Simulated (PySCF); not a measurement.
# A small calculation by hand: entropy of an ideal gas

1-chloro-1-fluorobuta-1,2-diene (C4H4ClF), SMILES CC=C=C(F)Cl.

Geometry: PBE-D3(BJ)/def2-SVP.

PBE-D3(BJ)/def2-SVP (PySCF 2.14.0) gives the harmonic wavenumbers 101, 123, 160, 240, 356, 444, 499, 531, 645, 793, 898, 999, 1044, 1084, 1206, 1328, 1383, 1399, 1451, 2035, 2965, 3024, 3037, 3092 cm⁻¹ and the rotational temperatures 0.2560, 0.0686, 0.0575 K. The molar mass is 106.52 g/mol, the symmetry number 1, the spin multiplicity 1.

Work out the entropy at 298.15 K and 1 atm in the rigid-rotor, harmonic-oscillator model.


Translation (Sackur–Tetrode at 1 atm): S = R[1.5 ln M + 2.5 ln T − 1.16487] = 167.0 J/(mol K).
Rotation: q = (√π/σ) T^1.5/√(θA θB θC) = 287000, S = R[ln q + 3/2] = 117.0 J/(mol K).
Vibration: with u = 1.4388 ν/T, each mode gives R[u/(e^u − 1) − ln(1 − e^−u)]:
```
ν (cm⁻¹)  modes     u  S (J/(mol K))
--------  -----  ----  -------------
101           1  0.49          14.37
123           1  0.59          12.77
160           1  0.77          10.67
240           1  1.16           7.54
356           1  1.72           4.77
444           1  2.14           3.41
499           1  2.41           2.76
531           1  2.56           2.45
645           1  3.11           1.58
793           1  3.83           0.89
898           1  4.33           0.59
999           1  4.82           0.39
1044          1  5.04           0.33
1084          1  5.23           0.28
1206          1  5.82           0.17
1328          1  6.41           0.10
1383          1  6.67           0.08
1399          1  6.75           0.08
1451          1  7.00           0.06
```
The stiffer modes add less than 0.005 each. Sum 63.3 J/(mol K).
Spin: R ln 1 = 0.0 J/(mol K).
Total 347.2 J/(mol K); the program's own thermochemistry gives 347.2. Translation makes up 48 % and vibration 18 %. Anharmonicity, hindered rotation and orbital degeneracy are left out.
